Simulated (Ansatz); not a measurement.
Frontier orbitals of C$_{8}$H$_{4}$N$_{2}$ (`N#Cc1cccc(C#N)c1`).

```xyz
14

N    -0.7308   -2.9909   -2.2629
C    -0.5491   -2.1249   -1.5266
C    -0.3271   -1.0544   -0.6090
C    -0.8434   -1.1298    0.6848
C    -0.6275   -0.0911    1.5733
C     0.0978    1.0216    1.1847
C     0.6136    1.0960   -0.1093
C     1.3618    2.2430   -0.5115
N     1.9646    3.1701   -0.8310
C     0.4034    0.0585   -1.0113
H    -1.4098   -2.0034    0.9819
H    -1.0281   -0.1492    2.5776
H     0.2707    1.8380    1.8745
H     0.8037    0.1166   -2.0150
```

The species carries charge 0 and has multiplicity 1. All single points use the PBE0-D4/def2-TZVP geometry. Basis def2-TZVPP, Ansatz.

A caution on the coupled-cluster cation, which keeps the state that its UHF reference found: spin contamination of the cation.

Orbital energies of one run (eV). Highest occupied ones, from the top: -7.19, -7.41, -8.51, -8.61, -8.76, -8.82, -8.89, -9.63, -9.96, -10.15, -10.89, -11.67, -12.61, -12.85. Empty: -3.05, -2.71, -0.69, -0.34, -0.31, -0.14.

Problem. Which functional gave them?
A. r2SCAN0
B. BLYP
C. PBE0
D. CAM-B3LYP

Solution. B. HOMO energies: BLYP -7.19, r2SCAN0 -8.54, PBE0 -8.40, CAM-B3LYP -9.57 eV.
